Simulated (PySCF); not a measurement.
Two-photon absorption: `CC=C=C=C=C(C)C#N`, C$_{8}$H$_{7}$N

Molfile (atoms numbered from 1):
```
C8H7N
     RDKit          3D

 16 15  0  0  0  0  0  0  0  0999 V2000
    3.7011   -0.6309    0.0050 C   0  0  0  0  0  0  0  0  0  0  0  0
    2.7021    0.2991    0.6175 C   0  0  0  0  0  0  0  0  0  0  0  0
    1.3955    0.2018    0.4923 C   0  0  0  0  0  0  0  0  0  0  0  0
    0.1212    0.0996    0.3628 C   0  0  0  0  0  0  0  0  0  0  0  0
   -1.1454    0.0067    0.2324 C   0  0  0  0  0  0  0  0  0  0  0  0
   -2.4657   -0.0992    0.1056 C   0  0  0  0  0  0  0  0  0  0  0  0
   -3.3371   -0.8872    1.0487 C   0  0  0  0  0  0  0  0  0  0  0  0
   -3.1053    0.5687   -0.9881 C   0  0  0  0  0  0  0  0  0  0  0  0
   -3.6557    1.0970   -1.8630 N   0  0  0  0  0  0  0  0  0  0  0  0
    4.3220   -1.0969    0.7875 H   0  0  0  0  0  0  0  0  0  0  0  0
    3.2150   -1.4242   -0.5774 H   0  0  0  0  0  0  0  0  0  0  0  0
    4.3853   -0.0759   -0.6574 H   0  0  0  0  0  0  0  0  0  0  0  0
    3.0911    1.1329    1.2189 H   0  0  0  0  0  0  0  0  0  0  0  0
   -3.8616   -1.6904    0.5076 H   0  0  0  0  0  0  0  0  0  0  0  0
   -4.1029   -0.2371    1.4997 H   0  0  0  0  0  0  0  0  0  0  0  0
   -2.7319   -1.3326    1.8478 H   0  0  0  0  0  0  0  0  0  0  0  0
  1  2  1  0
  2  3  2  0
  3  4  2  0
  4  5  2  0
  5  6  2  0
  6  7  1  0
  6  8  1  0
  8  9  3  0
  1 10  1  0
  1 11  1  0
  1 12  1  0
  2 13  1  0
  7 14  1  0
  7 15  1  0
  7 16  1  0
M  END
```

Method: TDDFT CAM-B3LYP/aug-cc-pVDZ excited states, vertical, gas phase (PySCF). Geometry: PBE0-D3(BJ)/def2-SVP.

Problem. Give the one- and two-photon strengths of the lowest singlets.

Solution. δ for parallel linear polarisation; σ at the peak of a Lorentzian of half width 0.1 eV, single beam; Ω is circular over linear.
| state | E (eV) | f | photon λ (nm) | δ (au) | σ (GM) | Ω | main |
| --- | --- | --- | --- | --- | --- | --- | --- |
| S1 | 3.52 | 0.000 | 704 | <0.1 | 0.00 | – | HOMO−1→LUMO 0.93 |
| S2 | 3.90 | 0.000 | 636 | <0.1 | 0.00 | – | HOMO→LUMO+1 0.92 |
| S3 | 4.61 | 0.210 | 538 | 10.8 | 0.08 | 0.76 | HOMO→LUMO 0.75, HOMO−1→LUMO+1 0.22 |
| S4 | 5.56 | 2.016 | 446 | 38 | 0.43 | 0.65 | HOMO−1→LUMO+1 0.68, HOMO→LUMO 0.20 |
| S5 | 6.07 | 0.007 | 409 | 116 | 1.56 | 0.46 | HOMO→LUMO+2 0.62, HOMO→LUMO+3 0.20 |
| S6 | 6.15 | 0.003 | 403 | 32.3 | 0.45 | 1.15 | HOMO−1→LUMO+2 0.80 |

Among these, the strongest one-photon state is S4, the strongest two-photon state S5, with a dipole change of 3.0 D (relaxed, norm of the difference vector).
